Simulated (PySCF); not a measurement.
SnCl3, SMILES [Sn-]([Cl])([Cl])[Cl], charge -1.

Geometry optimised at r2SCAN-D4/def2-SVPD. The isomer is the one that the SMILES or the coordinates give; other isomers of the formula were not compared. The def2 effective core potentials stand for the cores of Sn; spin–orbit coupling is left out.

All values below come from IEF-PCM-PBE0/def2-SVPD (PySCF 2.14.0).

The values are the electrostatic part of the solvation free energy, E(continuum) − E(gas) at the gas-phase geometry, in a cavity of scaled van der Waals radii (PySCF's table); cavitation and dispersion terms are not included. A continuum can't describe solvent molecules that bind to the metal. In vacuum the orbital gap is 5.98 eV.

| solvent | ε | ΔG(elec) (kcal/mol) | gap (eV) |
|---|---|---|---|
| water | 78.36 | -49.6 | 6.25 |
| 1-octanol | 9.86 | -44.7 | 6.23 |
| dichloromethane | 8.93 | ? | ? |

Q: Fill in the missing entries. (The exact figures need the calculation; the answer reports its results.)

A: 
- dichloromethane, ΔG(elec) (kcal/mol): -44.2
- dichloromethane, gap (eV): 6.23
